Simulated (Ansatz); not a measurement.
Consider the formal exchange of groups at a C–Al bond: `[CH3][AlH][SiH2]F` + `CC(C)F` → `CC(C)(C)F` + `F[SiH2][AlH2]`.

Gas-phase electronic energies from Ansatz, PBE0-D4/def2-TZVP geometries. CCSD(T)/CBS adds triple-zeta CCSD(T) − MP2 to the extrapolated MP2 energy (def2 sets, frozen cores). Functionals use def2-TZVPP. Each species was taken in one conformer, which may not be the lowest.

```
             level  ΔE (kJ/mol)
           LC-ωPBE         31.1
SCS-MP2/def2-QZVPP         26.2
```

(1) What does CCSD(T)/CBS give? (Best estimate.)

Largest T1 diagnostic among the species: 0.012.

## Answers

(1) Ansatz gave: +26.6 kJ/mol. The listed levels differ from it by 4.5, -0.4 kJ/mol.

At CCSD(T), def2-SVP lies −13.5 kJ/mol from the extrapolated value and def2-TZVPP −1.3 kJ/mol. From BLYP to BHLYP (50 % exact exchange), in def2-TZVPP and without D4, ΔE moves by −8.5 kJ/mol. The D4 term adds −4.7 kJ/mol with B3LYP and −2.4 kJ/mol with PBE0; it sums over pairs of atoms, weighted by their polarisabilities, and B3LYP, whose exchange is more repulsive, gets the larger term.

B3LYP here is the variant with VWN-RPA as its local correlation; programs differ in this.
